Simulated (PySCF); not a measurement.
C3H7FMg, SMILES C[CH](C)[Mg][F]. Atoms are numbered in the order given.

```xyz
12

Mg    -1.0812     0.1049     0.0000
F     -2.8479    -0.1395     0.0000
C      1.0213     0.3987     0.0000
C      1.6767    -0.1648     1.2700
C      1.6767    -0.1648    -1.2700
H      1.1609     1.5048     0.0000
H      2.7784     0.0179     1.2766
H      1.5474    -1.2659     1.3575
H      1.2726     0.2861     2.2010
H      1.2726     0.2861    -2.2010
H      2.7784     0.0179    -1.2766
H      1.5474    -1.2659    -1.3575
```

Geometry: PBE-D3(BJ)/def2-SVP. The structure was generated by enumeration; whether it is a known compound was not checked. One conformer was computed; it need not be the lowest.

Two levels are set side by side: PBE/pcSseg-1 (PySCF) and PBE0/pcSseg-1 (PySCF). GIAO shifts against CFCl3 (¹⁹F), TMS (¹H), TMS (¹³C) at the same level; non-relativistic, no solvent, atoms listed together averaged. Differences are taken from unrounded values.

| quantity | PBE0 | PBE | PBE minus PBE0 |
|---|---|---|---|
| δ(¹⁹F) of F2 (ppm) | -230.2 | -238.3 | -8.1 |
| δ(¹³C) of C3 (ppm) | 16.6 | 22.7 | 6.1 |
| δ(¹³C) of C4, C5 (ppm) | 29.5 | 31.2 | 1.7 |
| δ(¹H) of H6 (ppm) | 1.19 | 1.52 | 0.33 |

Rough cost on one machine, each run with all the roots and properties that it gave: PBE0 against PBE within a factor of 2.
